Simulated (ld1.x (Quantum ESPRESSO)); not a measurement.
indium, RRKJ: configuration errors across variants

```json
{"Element": "indium", "Generator": "ld1.x (Quantum ESPRESSO) 7.5", "Type": "norm-conserving RRKJ (Kleinman–Bylander form)", "Functional": "PW91", "Relativity": "fully relativistic", "Frozen core": "[Ar] 3d10", "Valence charge": "21", "Reference configuration": "4s2 4p6 4d10 5s1.75 5p1.25", "Partial waves": "4s (bound): rc 1.20 bohr; 4p (bound): rc 1.25 bohr; 4f channel at 0.2 Ry: rc 1.45 bohr; 4d (bound): rc 1.80 bohr", "Local potential": "the d channel", "Core correction": "none", "rho0": "0.01"}
```

Open shells are filled in proportion to 2j + 1 (rel_dist='average').

Occupied shells without a wave of their own: 5p, 5s. They enter only through the test configuration that unscreens the potential.

All-electron excitation energies from the reference (eV): (1) 4s2 4p6 4d10 5s2 5p1 -1.438; (2) 4s2 4p6 4d10 5s2 5p0 3.992; (3) 4s2 4p6 4d10 5s1 5p0 23.316; (4) 4s2 4p6 4d10 5s2 5p0.5 0.531; (5) 4s2 4p6 4d10 5s2 5p1.3 -1.983; (6) 4s1 4p6 4d10 5s2 5p1 126.120; (7) 4s2 4p6 4d10 5s1 5p2 4.423.

3 further variants failed, have other tests or another functional or relativity, and are left out.

The file “base” misses its own reference levels by 0.5 eV. The file “wave 4f channel at 0.2 Ry: rc 1.45 bohr becomes 4f channel at 3.11 Ry: rc 1.45 bohr” misses its own reference levels by 0.5 eV. The file “wave 4p (bound): rc 1.25 bohr becomes 4p (bound): rc 1.60 bohr” misses its own reference levels by 0.5 eV. The file “wave 4s (bound): rc 1.20 bohr becomes 4s (bound): rc 0.98 bohr” misses its own reference levels by 0.5 eV.

Errors AE − PS in meV (a dash: test not solved or not reliable):

```csv
change,(1),(2),(3),(4),(5),(6),(7),bound ghosts
base,+8.5,+103,+171,+48,-7.3,+20,-34,none
wave 4f channel at 0.2 Ry: rc 1.45 bohr becomes 4f channel at 3.11 Ry: rc 1.45 bohr,+8.5,+103,+171,+48,-7.3,+20,-34,none
wave 4p (bound): rc 1.25 bohr becomes 4p (bound): rc 1.60 bohr,-3.8,+7.6,+21,+1.4,-6.0,+13,+9.4,none
wave 4s (bound): rc 1.20 bohr becomes 4s (bound): rc 0.98 bohr,-21,+69,+299,+16,-36,-20,+62,none
```

Give the same row for: local potential the s channel.

+216, -91, -1732, +93, +263, +182, -675; bound ghosts: not determined.
